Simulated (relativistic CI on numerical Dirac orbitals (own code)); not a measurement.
**d4 in a ligand field**

Computed with a parametric ligand-field model of a d^n configuration (Racah B and C, spin-orbit zeta, crystal field), exact diagonalisation.

Field parameters in Wybourne normalisation: Oh B⁴₀ = 21Dq, B⁴₄ = √(5/14) B⁴₀. The field is a parameter set, without covalency.

B = 520 cm⁻¹, C = 2180 cm⁻¹ (C/B = 4.19), Oh, no spin-orbit coupling. Tanabe-Sugano data, E/B above the lowest term (Δ = |10Dq|; b, c mark the second and third term of a kind):

```csv
Δ/B,5E,5T2,3T1,3E,3T2,1T2,1E,1A1
1.0,0.00,1.00,20.67,20.95,21.55,31.04,30.96,32.07
5.0,0.00,5.00,18.37,21.35,23.04,29.03,29.27,32.59
9.0,0.00,9.00,15.09,21.54,23.46,26.05,26.81,31.67
13.0,0.00,13.00,11.54,21.65,23.67,22.76,23.87,30.20
17.0,0.00,17.00,7.85,21.71,23.79,19.31,20.61,28.35
21.0,0.00,21.00,4.10,21.76,23.87,15.75,17.15,26.19
25.0,0.00,25.00,0.29,21.79,23.93,12.12,13.56,23.77
29.0,3.56,32.56,0.00,25.38,27.54,11.99,13.44,24.68
33.0,7.43,40.43,0.00,29.27,31.44,12.13,13.56,25.71
37.0,11.32,48.32,0.00,33.18,35.36,12.26,13.66,26.59
41.0,15.23,56.23,0.00,37.10,39.29,12.37,13.74,27.35
45.0,19.15,64.15,0.00,41.03,43.23,12.47,13.81,28.01
```

The ground term changes from 5E to 3T1 between Δ/B = 25.0 and 29.0.
